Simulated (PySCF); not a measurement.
Nuclear quadrupole coupling in `C#C[C@@H](C)[C@H](N)CN`

C₆H₁₂N₂.
Atom-mapped SMILES: `[CH:1]#[C:2][C@@H:3]([CH3:4])[C@H:5]([NH2:6])[CH2:7][NH2:8]` (hydrogens: H9 on C1; H10 on C3; H11, H12, H13 on C4; H14 on C5; H15, H16 on N6; H17, H18 on C7; H19, H20 on N8)

Structure used (GFN2-xTB), in Å, numbered top down from 1:
```xyz
20
C6H12N2 angstrom
C     -2.4179    0.8760   -1.1955
C     -1.7968    0.3102   -0.3429
C     -1.0239   -0.3824    0.6725
C     -1.0901   -1.8939    0.4397
C      0.4192    0.1605    0.7222
N      0.3875    1.5029    1.2802
C      1.1224    0.1110   -0.6470
N      2.4445    0.7088   -0.5156
H     -2.9747    1.3701   -1.9347
H     -1.4684   -0.1534    1.6486
H     -0.4773   -2.4151    1.1717
H     -0.7420   -2.1489   -0.5584
H     -2.1172   -2.2387    0.5370
H      0.9943   -0.4576    1.4256
H     -0.2190    2.0855    0.7093
H      1.3210    1.8985    1.2203
H      0.5536    0.7109   -1.3638
H      1.1515   -0.9270   -1.0151
H      2.9093    0.7436   -1.4159
H      3.0187    0.1495    0.1083
```

Field gradients from the PBE0/pcSseg-1 density (PySCF, non-relativistic), principal values in atomic units, ordered |Vxx| ≤ |Vyy| ≤ |Vzz|:

| atom | Vxx | Vyy | Vzz |
| --- | --- | --- | --- |
| N6 | 0.4439 | 0.6600 | -1.1039 |
| N8 | 0.5119 | 0.6301 | -1.1419 |

Find the asymmetry η = (Vxx − Vyy)/Vzz and the couplings χ = eQV/h (234.96 MHz × Q in barn × V in au), with Q(14N) = 0.02044 b.

```
atom             environment  nucleus     η  χzz (MHz)  χxx (MHz)  χyy (MHz)
  N6  primary amine nitrogen      14N  0.20      -5.30       2.13       3.17
  N8  primary amine nitrogen      14N  0.10      -5.48       2.46       3.03
```

What is Vzz at N6 in SI units (1 au = 9.71736 × 10²¹ V/m²)?

-1.1039 au = -10.727 × 10²¹ V/m².

Were the hydrogens deuterons (Q(2H) = 0.00286 b), χzz would run from 192 kHz (H18) to 270 kHz (H19).

Isolated species at its GFN2-xTB geometry (one conformer only). GFN2-xTB bond lengths can be off by several hundredths of an ångström, more for odd bonds, and the gradients follow them. With so small a basis the couplings can be 20 % off.

These values come from a run that also computed NMR shieldings. On one thread, Arm Neoverse V2, no GPU (shared host), this took 33 s of wall time.
